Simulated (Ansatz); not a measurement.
A run for Ansatz (a program for electronic structure): R-CCSD(T)/cc-pVDZ on CH5BO (SMILES BOC), a point of a torsion scan.

Ansatz 0.2 input:
```yaml
crystal:
  periodic: [false, false, false]
  atoms:
    - {symbol: B, position_ang: [1.31305029, -0.22666399, 0.18755677]}
    - {symbol: O, position_ang: [0.38360978, -0.19025118, 1.13731735]}
    - {symbol: C, position_ang: [-0.29382694, -1.26142374, 1.73435616]}
    - {symbol: H, position_ang: [1.12655395, -0.71249155, -0.87656401]}
    - {symbol: H, position_ang: [2.13862486, 0.61029445, 0.27681694]}
    - {symbol: H, position_ang: [-0.49194593, -2.07318998, 1.02417805]}
    - {symbol: H, position_ang: [0.31448421, -1.64669909, 2.55650340]}
    - {symbol: H, position_ang: [-1.24153654, -0.89472192, 2.13492698]}
basis:
  gaussian:
    orbitals: cc-pVDZ
magnetization: {spin_polarized: false}
correlation: {method: ccsd_t, electrons: outside_noble_gas}
scf: {lower_state_search: off}
```

Output:

```
WARN ansatz: RAYON_NUM_THREADS=1 ignored (pool sized by the plan → 1); use --threads N
Functional definition: HF
these checks for a lower state are left out or cut short: stability, starts, cluster_reference, orbital_swaps, neighbouring_geometries, increment
integrals: 0.04 GiB planned
603 factors; integrals over basis functions are off by at most 9.7e-4 eV
mean field: 0.10 GiB planned
mean field evaluation 1: about -3817.1327 eV, gradient 2.6e1 eV
mean field evaluation 2: about -3817.1340 eV, gradient 2.6e1 eV
mean field evaluation 4: about -3818.7307 eV, gradient 3.2e0 eV
mean field evaluation 8: about -3818.7575 eV, gradient 3.3e-4 eV
mean field -3818.75748309 eV, -140.3367490569 hartree, gradient 1.3e-6 eV, S^2 0.000000; 0 other end points of the search recorded, 0 dependent functions left out
3 core orbitals not correlated
reference -3818.75748309 eV, -140.3367490569 hartree; 9, 9 occupied and 55, 55 virtual orbitals, 603 factors
second order -11.29251084 eV of doubles, -0.00000000 eV of singles
coupled cluster: 0.14 GiB planned
cycle   1  -11.86188650 eV  change   -5.7e-1 eV  update   8.4e-2
cycle   2  -12.20491010 eV  change   -3.4e-1 eV  update   2.5e-2
cycle   3  -12.29405927 eV  change   -8.9e-2 eV  update   1.5e-2
cycle   4  -12.28815425 eV  change    5.9e-3 eV  update   5.2e-3
cycle   5  -12.28849197 eV  change   -3.4e-4 eV  update   2.3e-3
cycle   6  -12.28861663 eV  change   -1.2e-4 eV  update   7.5e-4
cycle   7  -12.28827526 eV  change    3.4e-4 eV  update   2.9e-4
cycle   8  -12.28835493 eV  change   -8.0e-5 eV  update   1.4e-4
cycle   9  -12.28839116 eV  change   -3.6e-5 eV  update   4.8e-5
cycle  10  -12.28837788 eV  change    1.3e-5 eV  update   1.5e-5
perturbative correction -0.30471230 eV, -0.0111979705 hartree
Total energy: -3831.35057328 eV, -140.7995365852 hartree
Checks for a lower state left out: stability, starts, cluster_reference, orbital_swaps, neighbouring_geometries, increment
```

The calculation finished and met its thresholds.

Cost: about 2.7 core-seconds (a rough figure).
